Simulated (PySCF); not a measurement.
Compound: [OsO3N]- (charge -1 and singlet state).
Structure used (PBE0-D3(BJ)/def2-SVP), in Å, numbered top down from 1:
```xyz
5
NO3Os angstrom
Os     0.004    0.007    0.003
O     -0.013   -0.064    1.742
O      1.637   -0.008   -0.596
O     -0.849    1.414   -0.564
N     -0.778   -1.350   -0.586
```

Computed with TDDFT CAM-B3LYP/def2-SVPD, vertical, gas phase, core orbitals frozen in the response, def2 core potentials past Kr (PySCF 2.14.0, density-fitted response routines). Spin–orbit coupling is left out. The geometry's basis has no diffuse functions, a weakness for an anion.

Each state is given a Gaussian of 0.25 eV full width at half maximum, with ε(max) = 2.175×10⁸ f / Δν̃ (Δν̃ the width in cm⁻¹). The width is an assumption, not a result. The curve ends short of the highest state used, and states not computed would add to its high-energy end.

(λ (nm), ε (L mol⁻¹ cm⁻¹)): (265.9, 1163), (272.2, 1872), (278.4, 2786), (284.6, 1893), (290.9, 587), (297.1, 95), (303.3, 9), (309.6, 6), (315.8, 39), (322.1, 146), (328.3, 317), (334.5, 431), (340.8, 381), (347.0, 231), (353.3, 98), (359.5, 31), (365.7, 8), (372.0, 1), (378.2, 0), (384.4, 0), (390.7, 0), (396.9, 0), (403.2, 0), (409.4, 0)

(1) Locate the maxima and give the states behind the curve.

(2) Coming from long wavelengths, where does ε first pass 100 L mol⁻¹ cm⁻¹?

(3) On this curve, what absorbance would a 10⁻³ mol/L sample give at 355 nm over a 1 cm path?

(4) Does any computed singlet lie in the visible range?

Results:

(1) 336 nm (3.69 eV), ε about 430, made up of S2 (50%) and S3 (50%); 279 nm (4.45 eV), ε about 2800, made up of S4 (99%) (ε in L mol⁻¹ cm⁻¹; maxima over ε = 5, shares over 10%). At its high-energy end, 4.66 eV, the curve is still rising (ε about 1200, from S4, S7 and S8). The states used: S1 3.40 eV (f 0.0000); S2 3.69 eV (f 0.0020); S3 3.69 eV (f 0.0020); S4 4.45 eV (f 0.026); S5 4.68 eV (f 0.0005); S6 4.68 eV (f 0.0006); S7 4.78 eV (f 0.0058); S8 4.78 eV (f 0.0059); S9 5.14 eV (f 0.0000); S10 5.26 eV (f 0.0025).

(2) At about 353 nm (3.51 eV), 0.11 eV above S1.

(3) 355 nm is 3.493 eV, where ε is about 74 L mol⁻¹ cm⁻¹, so A = ε c l ≈ 0.074 (Beer–Lambert, with the gas-phase spectrum and the assumed width).

(4) No computed singlet lies in the visible range (380 to 750 nm); the lowest, at 364 nm, stands 0.14 eV above its violet end (3.26 eV); a Tamm–Dancoff triplet lies at 424 nm, without intensity as long as spin–orbit coupling is left out.

No detachment energy is given for this anion; states above it aren't bound, and a finite basis only mimics them.
